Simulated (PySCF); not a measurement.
CH4B2F2O2.
Z-matrix (Å and degrees, GFN2-xTB geometry), rows numbered from 1:
```
O 
B   1  1.3499
O   2  1.3499  1  124.40
C   2  1.6076  1  117.81  3  -179.75
B   4  1.5643  2  109.77  1    89.64
F   5  1.3214  4  123.49  2    88.70
F   5  1.3211  4  123.47  2   -88.94
H   1  0.9583  2  118.30  3     0.62
H   3  0.9583  2  118.27  1    -0.59
H   4  1.0870  2  108.34  1  -149.75
H   4  1.0869  2  108.34  1   -30.95
```

A PySCF run (density fitting, gas phase, GFN2-xTB geometry) gave HOMO -9.58 eV, LUMO 0.32 eV, dipole 3.98 D and E = -440.101 Eh.

Question: Which of these levels was it?
A. KT2/pcSseg-1
B. BLYP/cc-pVDZ
C. PBE0/pcSseg-1
D. PBE0/def2-SVPD

Answer: C. It is PBE0/pcSseg-1. All candidates on this geometry:

| level and settings | kind | basis functions | SCF cycles | E (Eh) | HOMO (eV) | LUMO (eV) | dipole (D) |
| --- | --- | --- | --- | --- | --- | --- | --- |
| BLYP/cc-pVDZ, level shift 0.1 Eh | GGA | 118 | 10 | -440.5175 | -7.45 | -0.25 | 3.70 |
| KT2/pcSseg-1 | GGA | 139 | 14 | -446.9430 | -8.13 | -0.72 | 3.81 |
| PBE0/def2-SVPD | global hybrid | 184 | 12 | -439.8364 | -9.64 | -0.50 | 3.80 |
| PBE0/pcSseg-1 | global hybrid | 139 | 12 | -440.1010 | -9.58 | 0.32 | 3.98 |

The nearest other candidate, by the summed differences of HOMO and LUMO, is PBE0/def2-SVPD: its HOMO differs by -0.06 eV and its LUMO by -0.82 eV. Cycle counts include a coarse-grid stage where the run had one. KT2 was designed for NMR shieldings or shifts; total energies of different functionals aren't comparable.
